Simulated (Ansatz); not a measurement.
Input file for H₆InN₃ (`[NH2][In]([NH2])[NH2]`):

```yaml
crystal:
  periodic: [false, false, false]
  atoms:
    - {symbol: N, position_ang: [-1.823548, 0.620434, -0.639443]}
    - {symbol: In, position_ang: [-0.010052, 0.001830, 0.017106]}
    - {symbol: N, position_ang: [0.527548, -1.939548, -0.203336]}
    - {symbol: N, position_ang: [1.200674, 1.267013, 1.034942]}
    - {symbol: H, position_ang: [-2.233959, 0.079891, -1.387534]}
    - {symbol: H, position_ang: [-1.911593, 1.600060, -0.868749]}
    - {symbol: H, position_ang: [1.178577, -2.300117, 0.479826]}
    - {symbol: H, position_ang: [-0.229351, -2.601630, -0.299782]}
    - {symbol: H, position_ang: [2.180763, 1.023655, 1.056773]}
    - {symbol: H, position_ang: [1.120931, 2.248402, 0.810197]}
basis:
  gaussian: {orbitals: def2-SVP}
correlation: {method: ccsd_t}
```

```sh
$ ansatz run in.yaml --threads 4 --pin off --events-out ev --progress --plain --max-ram 10444MiB
```

Log, shortened:

```
Functional definition: HF
1085 factors; integrals over basis functions are off by at most 1.4e-3 eV
mean field evaluation 1: about -9679.3499 eV, gradient 5.1e1 eV
mean field evaluation 2: about -9679.3702 eV, gradient 5.1e1 eV
mean field evaluation 4: about -9684.9328 eV, gradient 2.7e0 eV
mean field evaluation 8: about -9684.9634 eV, gradient 1.1e-1 eV
mean field evaluation 16: about -9684.9386 eV, gradient 3.8e-1 eV
mean field -9684.96346705 eV, -355.9158427102 hartree, gradient 2.2e-6 eV, S^2 0.000000; 0 other end points of the search recorded, 0 dependent functions left out
7 core orbitals not correlated: weight in the atoms' cores, before any rotation towards them, 1.000 or more for the frozen orbitals, at most 0.000 for the correlated occupied ones
reference -9684.96346705 eV, -355.9158427102 hartree; 17, 17 occupied and 74, 74 virtual orbitals, 1085 factors
second order -16.76684773 eV of doubles, -0.00000000 eV of singles
cycle   1  -17.14553173 eV  change   -3.8e-1 eV  update   1.0e-1
cycle   2  -17.56926358 eV  change   -4.2e-1 eV  update   3.1e-2
cycle   3  -17.69831236 eV  change   -1.3e-1 eV  update   1.9e-2
cycle   4  -17.69559137 eV  change    2.7e-3 eV  update   5.1e-3
cycle   5  -17.69204415 eV  change    3.5e-3 eV  update   2.3e-3
cycle   6  -17.69199035 eV  change    5.4e-5 eV  update   7.8e-4
cycle   7  -17.69170968 eV  change    2.8e-4 eV  update   3.1e-4
cycle   8  -17.69166698 eV  change    4.3e-5 eV  update   1.2e-4
cycle   9  -17.69169360 eV  change   -2.7e-5 eV  update   5.3e-5
cycle  10  -17.69168346 eV  change    1.0e-5 eV  update   2.0e-5
perturbative correction -0.49809487 eV, -0.0183046489 hartree
Total energy: -9703.15324539 eV, -356.5843047345 hartree
```

Hardware: 4 threads of an Intel Xeon 6975P-C on a shared host. Wall time 3 s, peak host memory 0.49 GiB.

MP2 recovers 92.2 % of the CCSD(T) correlation energy and the triples give 2.7 %; T1 = 0.0135.
